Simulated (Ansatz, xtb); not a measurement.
# Isomers of CH9AlSi2 in order of energy

5 gas-phase structures of CH9AlSi2, found in a search over its isomers (lower ones may exist). Each was relaxed with GFN2-xTB; where two conformers were screened, the lower at r2SCAN-D4/def2-SVP//GFN2-xTB is listed:

A. `[AlH2][SiH2]C[SiH3]`, a singlet
B. `[AlH2][CH]([SiH3])[SiH3]`, a singlet
C. `[AlH2][CH2][SiH2][SiH3]`, a singlet
D. `C[SiH2][SiH2][AlH2]`, a singlet
E. `[SiH3][CH2][AlH][SiH3]`, a singlet

Make a reasoned guess at their ranking by r2SCAN-D4/def2-SVP//GFN2-xTB single-point energy.

Calculated order at r2SCAN-D4/def2-SVP//GFN2-xTB: B (0.0), E (1.3), C (2.3), D (3.3), A (5.6) kcal/mol. Less than 1 kcal/mol parts E and C, so the order within that pair means little.

Energies above the lowest of each column, in kcal/mol; the last columns are at r2SCAN-D4/def2-SVP geometries and were run for some of them only (a dash: not run or not comparable):

| structure | GFN2-xTB | HF/STO-3G | r2SCAN-D4/def2-SVP//GFN2-xTB | r2SCAN-D4/def2-SVP | CCSD(T)/def2-SVP + ΔMP2/def2-TZVPP |
| --- | --- | --- | --- | --- | --- |
| B | 0.0 | 3.3 | 0.0 | 0.0 | 0.0 |
| E | 8.4 | 0.0 | 1.3 | 1.0 | 2.5 |
| C | 4.7 | 1.9 | 2.3 | 1.0 | 3.3 |
| D | 9.2 | 2.3 | 3.3 | 1.2 | 4.5 |
| A | 3.0 | 13.5 | 5.6 | – | – |

CCSD(T)/def2-SVP + ΔMP2/def2-TZVPP puts B lowest of those it was run on; HF/STO-3G picks E. Flexible structures stand in one conformer each, not always the lowest. Frequencies (r2SCAN-D4/def2-SVP) were run for B, C, D, E alone. ΔMP2 is the change of the MP2 energy from the smaller to the larger basis.

Over these structures GFN2-xTB departs from r2SCAN-D4/def2-SVP//GFN2-xTB by 3.2 kcal/mol on average once a common shift is removed. A GFN2-xTB relaxation took about 0.13 s and the r2SCAN-D4/def2-SVP//GFN2-xTB energy about 2 s on a shared host (Ansatz 0.2.0, xtb 6.7.1).
